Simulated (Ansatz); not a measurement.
C₃H₉Sn+ (`[CH3][Sn+]([CH3])[CH3]`). The species carries charge 1 and has multiplicity 1. Sn: def2 effective core potential. The geometry is a stationary point of PBE0-D4/def2-TZVP.

```xyz
13

C    -1.422   -1.130   -1.027
Sn    0.021    0.012    0.002
C    -0.367    0.588    1.993
C     1.815    0.556   -0.964
H    -2.358   -0.567   -1.055
H    -1.597   -2.055   -0.472
H    -1.087   -1.354   -2.038
H    -1.295    1.163    2.016
H     0.455    1.181    2.389
H    -0.509   -0.313    2.594
H     1.566    1.134   -1.858
H     2.330   -0.354   -1.279
H     2.449    1.141   -0.300
```

Task: Give the Mulliken charges with PBE, B3LYP, r2SCAN in def2-TZVPP. (Best estimate.)

Result: Ansatz gave: 
| atom | PBE | B3LYP | r2SCAN |
| --- | --- | --- | --- |
| C1 | -0.46 | -0.48 | -0.37 |
| Sn2 | 0.95 | 1.01 | 0.93 |
| C3 | -0.46 | -0.48 | -0.36 |
| C4 | -0.46 | -0.48 | -0.36 |
| H5 | 0.16 | 0.16 | 0.13 |
| H6 | 0.16 | 0.16 | 0.13 |
| H7 | 0.16 | 0.16 | 0.13 |
| H8 | 0.16 | 0.16 | 0.13 |
| H9 | 0.16 | 0.16 | 0.13 |
| H10 | 0.16 | 0.16 | 0.13 |
| H11 | 0.16 | 0.16 | 0.13 |
| H12 | 0.16 | 0.16 | 0.13 |
| H13 | 0.16 | 0.16 | 0.13 |

B3LYP here is the variant with VWN-RPA as its local correlation; programs differ in this.
